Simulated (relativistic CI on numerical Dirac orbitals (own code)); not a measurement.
Ho2+ (4f11) in a crystal field

Calculated by Dirac-Coulomb-Breit CI, KLI orbitals optimised for each configuration, model QED, valence Slater integrals scaled by 0.8, one configuration in a parametric crystal field (own radial code).

Field parameters in Wybourne normalisation; cubic f-shell fields have B⁴₄ = √(5/14) B⁴₀ and B⁶₄ = −√(7/2) B⁶₀. The field is a parameter set, without covalency.

S and J are read from ⟨S²⟩ = S(S + 1) and ⟨J²⟩ = J(J + 1) of each level; they are not fictitious spins.

D3h, B20 = -30, B40 = -310, B60 = -380, B66 = 450 cm⁻¹, the lowest 10 levels:

```tsv
E (cm⁻¹)	Degeneracy	S	J
0.0	2	1.48	7.50
33.2	2	1.48	7.50
65.3	2	1.48	7.50
97.1	2	1.48	7.50
193	2	1.48	7.50
204	2	1.48	7.50
216	2	1.48	7.50
265	2	1.48	7.50
5489	2	1.49	6.50
5497	2	1.49	6.50
```

Principal g values of the ground doublet: 1.80, 8.86, 8.86.

D4h, B20 = 1070, B40 = 1000, B44 = -390, B60 = 440, B64 = 0 cm⁻¹, the lowest 10 levels:

```tsv
E (cm⁻¹)	Degeneracy	Irrep	S	J
0.0	2	Γ6	1.48	7.50
10.6	2	Γ7	1.48	7.50
48.0	2	Γ7	1.48	7.50
71.7	2	Γ7	1.48	7.50
81.9	2	Γ6	1.48	7.50
109	2	Γ7	1.48	7.50
112	2	Γ6	1.48	7.50
400	2	Γ6	1.48	7.50
5427	2	Γ6	1.49	6.50
5436	2	Γ7	1.49	6.50
```

Principal g values of the ground doublet: 1.41, 9.31, 9.31.

Oh, B40 = 310, B60 = 160 cm⁻¹, the lowest 10 levels:

```tsv
E (cm⁻¹)	Degeneracy	Irrep	S	J
0.0	2	Γ7	1.48	7.50
41.6	4	Γ8	1.48	7.50
83.8	4	Γ8	1.48	7.50
109	2	Γ6	1.48	7.50
176	4	Γ8	1.48	7.50
5456	2	Γ7	1.49	6.50
5472	2	Γ6	1.49	6.50
5473	4	Γ8	1.49	6.50
5510	4	Γ8	1.49	6.50
5535	2	Γ7	1.49	6.50
```

Principal g values of the ground doublet: 6.80, 6.80, 6.80.

The next free-ion level lies 5401 cm⁻¹ above the lowest; the field splits the ground level into components whose J stays near 15/2 as long as their spread is small against that gap.

Levels of this model without a field, named by their leading LS term (the scale mimics covalency, so terms lie below those of the real free ion): 4I°_15/2 0, 4I°_13/2 5401, 4I°_11/2 8440, 4I°_9/2 10397, 4F°_9/2 13822, 2H°_11/2 16634, 4S°_3/2 17157, 4F°_7/2 18750 cm⁻¹.
